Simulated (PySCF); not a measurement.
**Two-component Hartree-Fock for W⁵⁶⁺ (tungsten, charge +56)**

Start: [Ar]. Calculated with PySCF 2.14 in an even-tempered Gaussian basis (18 s from 16 bohr⁻², ratio 2.4; 14 p from 21 bohr⁻², ratio 2.4; 4 d from 79 bohr⁻², ratio 2.6; 4 f from 120 bohr⁻², ratio 2.6): generalised Hartree-Fock with the X2C-1e Hamiltonian and a Gaussian nucleus; one run each with spin-orbit coupling (SO) switched off, then screened by Boettger's factors.

```json
{"spinor shell": "1s1/2", "electrons": "2", "ε, spin-free (eV)": "-73998.4", "ε, screened SO (eV)": "-73978.7", "weight of nominal j (screened SO)": "1.000", "rms radius, screened SO (bohr)": "0.0208"}
{"spinor shell": "2s1/2", "electrons": "2", "ε, spin-free (eV)": "-16178.8", "ε, screened SO (eV)": "-16173.0", "weight of nominal j (screened SO)": "1.000", "rms radius, screened SO (bohr)": "0.0829"}
{"spinor shell": "2p1/2", "electrons": "2", "ε, spin-free (eV)": "-14668.2", "ε, screened SO (eV)": "-15651.6", "weight of nominal j (screened SO)": "1.000", "rms radius, screened SO (bohr)": "0.0704"}
{"spinor shell": "2p3/2", "electrons": "4", "ε, spin-free (eV)": "-14668.2", "ε, screened SO (eV)": "-14270.3", "weight of nominal j (screened SO)": "1.000", "rms radius, screened SO (bohr)": "0.0775"}
{"spinor shell": "3s1/2", "electrons": "2", "ε, spin-free (eV)": "-6300.3", "ε, screened SO (eV)": "-6298.6", "weight of nominal j (screened SO)": "1.000", "rms radius, screened SO (bohr)": "0.201"}
{"spinor shell": "3p1/2", "electrons": "2", "ε, spin-free (eV)": "-5834.2", "ε, screened SO (eV)": "-6084.5", "weight of nominal j (screened SO)": "1.000", "rms radius, screened SO (bohr)": "0.191"}
```

Where does 3p3/2 lie, and what is the 3p spin-orbit splitting (screened SO)?

At -5731.1 eV, 353.41 eV above 3p1/2.

| quantity | spin-free | screened SO |
| --- | --- | --- |
| E (hartree) | -12928.77279 | -12947.23847 |
| M_J | 0 | 0 |
| ⟨J²⟩ | 0.000 | 0.000 |
| ⟨L²⟩ | 0.000 | 0.055 |
| ⟨S²⟩ | 0.000 | 0.055 |

Breit and QED terms are absent; they matter most for the inner s and p1/2 levels.

Densities and radii are taken from the X2C orbitals without a picture-change correction, which distorts them close to the nucleus.

Without spin-orbit coupling the j labels of p, d and f shells carry no meaning; the spin-free column gives the mean over the occupied spinors of each nl shell.
